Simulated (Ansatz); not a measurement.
Start from `NB[SiH](F)Cl` and change one atom or group to get `F[SiH](Cl)N[SiH3]`.

Ansatz, PBE0-D4/def2-TZVP geometries, multiplicity 1. Each molecule was computed in one conformer, which needn't be the lowest.

| property | `NB[SiH](F)Cl` |
| --- | --- |
| size of the dipole moment (B3LYP/def2-TZVPP) / D | 3.13 |
| HOMO energy (PBE/def2-TZVPP) / eV | -6.73 |
| HOMO energy (ωB97M-V/def2-TZVPP) / eV | -10.19 |
| LUMO energy (PBE0/def2-TZVPP) / eV | -1.10 |
| HOMO–LUMO gap (PBE0/def2-TZVPP) / eV | 6.95 |
| HOMO energy (B3LYP/def2-TZVPP) / eV | -7.85 |

Problem. Give the same properties after the change, and the shifts. (Estimate.)

Solution. Ansatz gave: 
| property | `F[SiH](Cl)N[SiH3]` | shift |
| --- | --- | --- |
| size of the dipole moment (B3LYP/def2-TZVPP) / D | 1.85 | -1.28 |
| HOMO energy (PBE/def2-TZVPP) / eV | -6.89 | -0.16 |
| HOMO energy (ωB97M-V/def2-TZVPP) / eV | -10.58 | -0.39 |
| LUMO energy (PBE0/def2-TZVPP) / eV | -0.03 | 1.07 |
| HOMO–LUMO gap (PBE0/def2-TZVPP) / eV | 8.26 | 1.31 |
| HOMO energy (B3LYP/def2-TZVPP) / eV | -8.04 | -0.19 |

With PBE0 the HOMO falls by 0.23 eV and the LUMO rises by 1.07 eV, so the gap widens by about 1.30 eV. PBE moves the HOMO by -0.16 eV and ωB97M-V by -0.39 eV. The zero-point energy changes by 2.6 kJ/mol with +3 modes. Dipoles are sizes alone; their direction can turn.

Positive LUMOs are unbound, so they and the gaps depend on the basis.

B3LYP here is the variant with VWN-RPA as its local correlation; programs differ in this.
